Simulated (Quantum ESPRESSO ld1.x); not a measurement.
Results of a calculation; reference values are marked as such.
Hg74+, configuration [He] 2s2 2p2 (the NIST ground configuration). Code: ld1.x of Quantum ESPRESSO 7.5. Model: Dirac Kohn-Sham, PBE, spin-unpolarised, spherical densities, point nucleus; open shells are shared between the two j in proportion to 2j + 1.

Normalised radial functions P(r) = r R(r) (large component), r in bohr:

| r | 1s1/2 | 3s1/2 | 3p3/2 |
|---|---|---|---|
| 0.001072 | 2.1753 | 0.4639 | 0.0102 |
| 0.001477 | 2.7308 | 0.5785 | 0.0185 |
| 0.002033 | 3.3866 | 0.7103 | 0.0333 |
| 0.0028 | 4.1304 | 0.8530 | 0.0595 |
| 0.003856 | 4.9228 | 0.9916 | 0.1051 |
| 0.005311 | 5.6842 | 1.0975 | 0.1826 |
| 0.007314 | 6.2836 | 1.1237 | 0.3100 |
| 0.01007 | 6.5421 | 1.0028 | 0.5092 |
| 0.01387 | 6.2723 | 0.6588 | 0.7988 |
| 0.0191 | 5.3694 | 0.0447 | 1.1722 |
| 0.0263 | 3.9334 | -0.7782 | 1.5564 |
| 0.03622 | 2.3262 | -1.5360 | 1.7604 |
| 0.04989 | 1.0250 | -1.7139 | 1.4691 |
| 0.0687 | 0.3013 | -0.8084 | 0.4068 |
| 0.09461 | 0.0507 | 1.0444 | -1.2566 |
| 0.1303 | 0.0040 | 2.6424 | -2.6036 |
| 0.1794 | 0.0001 | 2.6442 | -2.5841 |
| 0.2471 | 0.0000 | 1.3617 | -1.4012 |
| 0.3403 | 0.0000 | 0.3293 | -0.3733 |
| 0.4686 | 0.0000 | 0.0302 | -0.0394 |

1s1/2: eigenvalue -91824 eV, 0 radial nodes, <r> = 0.0165 bohr, 90 % of the charge inside 0.0302 bohr. 3s1/2 (empty): eigenvalue -9476.1 eV, 2 radial nodes at r = 0.0195, 0.0799 bohr, <r> = 0.159 bohr, 90 % of the charge inside 0.231 bohr. 3p3/2 (empty): eigenvalue -8753.8 eV, 1 radial node at r = 0.0748 bohr, <r> = 0.159 bohr, 90 % of the charge inside 0.235 bohr.
